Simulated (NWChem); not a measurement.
Molecule: HfH₂F₂; SMILES [F][HfH2][F]

```xyz
5

Hf     0.0000     0.0000    -0.1751
F      1.6017     0.0000     0.8401
F     -1.6017     0.0000     0.8401
H      0.0000    -1.4915    -1.2578
H      0.0000     1.4915    -1.2578
```
Atoms are numbered in this order, from 1.

Structure relaxed at the PBE0/def2-SVP level. Not confirmed as a minimum by frequencies. B3LYP is NWChem's, with the RPA form of VWN correlation. def2 effective core potentials on Hf; no spin-orbit coupling.

Symmetry labels are those of C2v in the frame above (b1 and b2, or b-type labels, depend on it).

Question: List the 4 lowest vertical singlet excitations from B3LYP/def2-SVPD with def2 effective core potentials on Hf, TDA (NWChem).

Answer: 
```
state  energy (eV)  oscillator strength  symmetry  leading excitation (squared amplitude)
-----  -----------  -------------------  --------  --------------------------------------
S1            4.63                0.000        b2                      HOMO → LUMO (0.99)
S2            5.51                0.014        b1                    HOMO → LUMO+1 (0.99)
S3            5.89                0.048        a1                    HOMO−1 → LUMO (0.95)
S4            6.10                0.000        a2                    HOMO → LUMO+2 (0.70)
```
